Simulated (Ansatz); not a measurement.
The cluster BeCl2. Charge 0, multiplicity 3. Geometry PBE-D4/def2-TZVPD, that of the charge -1 doublet; atoms count from 1.

Cartesian coordinates in Å:
```
Be 0.181 -0.586 0.105
Cl 1.516 0.818 0.111
Cl -1.697 -0.232 -0.216
```

At PBE0-D4/def2-TZVPD a singlet of charge 0 lies 4.42 eV below the triplet at the same geometry. The structure comes from a short search, and lower isomers may exist.

**Question.** Estimate the Mulliken populations from the PBE0/def2-TZVPD orbitals of Ansatz.

**Answer.** 
```
atom  charge (e)  spin (α − β)
 Be1       -0.30          0.94
 Cl2        0.15          0.53
 Cl3        0.15          0.53
```
Mulliken values and Mayer orders depend strongly on the basis. With diffuse functions, as here, like atoms can get unlike values, and bond orders can come out too low or too high.

**Question.** Where does the spin sit?

**Answer.** Summed by element: Be 0.94, Cl 1.06, of 2 unpaired in all. Largest on single atoms: Be1 0.94, Cl2 0.53, Cl3 0.53.

**Question.** And the Mayer bond orders between bonded heavy atoms (over 0.3)?

**Answer.** Be1–Cl2 0.94 (1.94 Å); Be1–Cl3 0.94 (1.94 Å). Values over 0.3 also appear between atoms too far apart for a bond (Cl2–Cl3 0.46 at 3.40 Å); they arise where an orbital or an unpaired electron spreads over both atoms.
